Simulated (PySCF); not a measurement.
SnHCl2Br, SMILES [Cl][SnH]([Cl])[Br]. Atoms are numbered in the order given.

```xyz
5

Sn    -0.4122    -0.4447     0.0000
Cl    -1.4297     0.5080     1.8965
Cl    -1.4297     0.5080    -1.8965
Br     1.9953     0.2033     0.0000
H     -0.6172    -2.1521     0.0000
```

The structure is a stationary point at PBE-D3(BJ)/def2-SVP. The structure was generated by enumeration; whether it is a known compound was not checked. The def2 effective core potentials stand for the cores of Sn; spin–orbit coupling is left out.

Computed with PBE-D3(BJ)/def2-SVP (PySCF).

Frequencies are harmonic and unscaled.

**Question.** Give all harmonic wavenumbers and intensities. (Estimate from the structure and the level; the computed values follow.)

**Answer.** 
```csv
mode,ν (cm⁻¹),IR (km/mol),moving atoms (share of kinetic energy)
1,85,1.3,"Cl 56 %, Br 28 %, Sn 16 %"
2,97,3.2,"Cl 70 %, Br 18 %, Sn 11 %"
3,115,6.5,"Cl 62 %, Sn 33 %"
4,256,23.0,"Br 59 %, Sn 37 %"
5,363,36.1,"Cl 80 %, Sn 20 %"
6,378,56.4,"Cl 72 %, Sn 28 %"
7,523,76.2,H 98 %
8,535,55.3,H 98 %
9,1879,69.7,H 99 %
```
